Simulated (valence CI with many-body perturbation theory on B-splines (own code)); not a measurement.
Gd LVIII: calculated level list

Computed by relativistic CI+MBPT: five valence electrons over a frozen Dirac-Fock core [He], radial functions for each j: 11 s, 11 p, 10 d, 8 f, 5 g, 2 h, with the one-electron correlation potential Σ1 (screened to all orders), the two-electron term Σ2, the three-electron term Σ3, Breit, model QED; selected single and double excitations, second order for the rest, scaled by the run's own slope (own B-spline code, finite nucleus).

The last digits are not significant, and no measured levels were compared; by estimate large intervals hold to a few tenths of a per cent, small ones and those within an open d or f shell to about a per cent. Among the levels kept, up to 7300 cm⁻¹ of a level comes from second order outside the variational space, and about a tenth of that is noise between levels of different J, which matters for small intervals.

Levels 91 to 135 of 200, with energies above the lowest level, (2s^2 2p1/2^2 2p3/2) J=3/2. "Leading %" is the weight of the configuration and term that name the level; weights of strongly mixed levels are sums over their largest components and can fall short. In the jj column 3d3/2^4 stands for four electrons in 3d with j = 3/2.

```
No.  Configuration  Term    J  E (× 10³ cm⁻¹)  Leading %                     Leading jj      g
 91        2s2p³3p    ⁶P  3/2           66830         40  2s 2p1/2 2p3/2^2 3p1/2 (99 %)  1.737
 92        2s2p³3s   ⁴P°  1/2           66908         83     2s 2p1/2 2p3/2^2 3s (99 %)  2.318
 93        2s2p³3p    ⁴F  5/2           66921         29  2s 2p1/2 2p3/2^2 3p1/2 (99 %)  1.345
 94       2s²2p²3p   ²P°  1/2           66947         23      2s^2 2p3/2^2 3p3/2 (62 %)  1.202
 95       2s²2p²3p   ²D°  5/2           67009         43      2s^2 2p3/2^2 3p3/2 (83 %)  1.288
 96       2s²2p²3p   ⁴D°  7/2           67047         61      2s^2 2p3/2^2 3p3/2 (95 %)  1.311
 97        2s2p³3s   ⁴S°  3/2           67062         37     2s 2p1/2 2p3/2^2 3s (93 %)  1.427
 98        2s2p³3s   ⁴P°  3/2           67104         36     2s 2p1/2 2p3/2^2 3s (87 %)  1.390
 99        2s2p³3s   ²D°  3/2           67144         54     2s 2p1/2 2p3/2^2 3s (97 %)  1.114
100        2s2p³3s   ²S°  1/2           67161         32     2s 2p1/2 2p3/2^2 3s (63 %)  1.122
101        2s2p³3p    ²F  7/2           67173         42  2s 2p1/2 2p3/2^2 3p1/2 (99 %)  1.214
102        2s2p³3s   ²D°  5/2           67212         71     2s 2p1/2 2p3/2^2 3s (86 %)  1.241
103        2s2p³3s   ²P°  1/2           67313         91     2s 2p1/2 2p3/2^2 3s (99 %)  0.759
104        2s2p³3p    ⁴P  5/2           67407         52  2s 2p1/2 2p3/2^2 3p1/2 (99 %)  1.431
105       2s²2p²3p   ²P°  3/2           67408         53      2s^2 2p3/2^2 3p3/2 (85 %)  1.293
106       2s²2p²3p   ²P°  3/2           67568         55      2s^2 2p3/2^2 3p3/2 (92 %)  1.322
107        2s2p³3p    ⁴D  1/2           67593         70  2s 2p1/2 2p3/2^2 3p1/2 (99 %)  0.292
108        2s2p³3p    ⁴P  1/2           67690         46  2s 2p1/2 2p3/2^2 3p1/2 (88 %)  1.562
109        2s2p³3p    ⁴F  3/2           67707         21  2s 2p1/2 2p3/2^2 3p1/2 (79 %)  1.062
110        2s2p³3p    ²F  5/2           67771         40  2s 2p1/2 2p3/2^2 3p1/2 (70 %)  1.031
111        2s2p³3p    ²D  3/2           67810         34  2s 2p1/2 2p3/2^2 3p1/2 (96 %)  1.096
112       2s²2p²3d    ²D  3/2           67861         20      2s^2 2p3/2^2 3d3/2 (77 %)  1.137
113       2s²2p²3d    ²F  7/2           67869         38      2s^2 2p3/2^2 3d3/2 (97 %)  1.090
114       2s²2p²3d    ⁴D  5/2           67881         20      2s^2 2p3/2^2 3d3/2 (67 %)  1.112
115       2s²2p²3d    ⁴P  1/2           67892         39      2s^2 2p3/2^2 3d3/2 (84 %)  1.524
116        2s2p³3p    ²P  3/2           68090         41  2s 2p1/2 2p3/2^2 3p1/2 (98 %)  1.187
117        2s2p³3p    ⁴P  1/2           68097         41  2s 2p1/2 2p3/2^2 3p1/2 (98 %)  1.877
118       2s²2p²3d    ²F  7/2           68155         51      2s^2 2p3/2^2 3d5/2 (98 %)  1.228
119       2s²2p²3d    ⁴F  9/2           68163         63      2s^2 2p3/2^2 3d5/2 (98 %)  1.236
120       2s²2p²3d    ²D  3/2           68259         53      2s^2 2p3/2^2 3d3/2 (80 %)  0.915
121       2s²2p²3d    ²P  1/2           68270         53      2s^2 2p3/2^2 3d5/2 (95 %)  1.319
122       2s²2p²3d    ²D  5/2           68438         56      2s^2 2p3/2^2 3d5/2 (92 %)  1.194
123       2s²2p²3d    ²D  3/2           68472         49      2s^2 2p3/2^2 3d5/2 (81 %)  1.120
124        2s2p³3p    ⁶P  7/2           68535         49  2s 2p1/2 2p3/2^2 3p3/2 (99 %)  1.455
125        2s2p³3p    ⁴P  5/2           68553         33  2s 2p1/2 2p3/2^2 3p3/2 (94 %)  1.477
126        2s2p³3p    ⁴P  1/2           68623         62  2s 2p1/2 2p3/2^2 3p3/2 (98 %)  1.801
127       2s²2p²3d    ²D  5/2           68684         65      2s^2 2p3/2^2 3d5/2 (97 %)  1.184
128        2s2p³3p    ⁴P  3/2           68818         46  2s 2p1/2 2p3/2^2 3p3/2 (98 %)  1.409
129        2s2p³3p    ⁴F  9/2           68869         99  2s 2p1/2 2p3/2^2 3p3/2 (99 %)  1.310
130        2s2p³3p    ⁴D  7/2           68881         64  2s 2p1/2 2p3/2^2 3p3/2 (99 %)  1.303
131        2s2p³3p    ²P  3/2           68914         55  2s 2p1/2 2p3/2^2 3p3/2 (85 %)  1.339
132        2s2p³3p    ²D  5/2           69063         39  2s 2p1/2 2p3/2^2 3p3/2 (71 %)  1.277
133        2s2p³3d   ⁶D°  3/2           69247         42  2s 2p1/2 2p3/2^2 3d3/2 (99 %)  1.369
134          2p⁴3s    ⁴P  5/2           69251         30  2s 2p1/2 2p3/2^2 3p3/2 (57 %)  1.373
135        2s2p³3d   ⁶D°  1/2           69258         47  2s 2p1/2 2p3/2^2 3d3/2 (99 %)  2.213
```
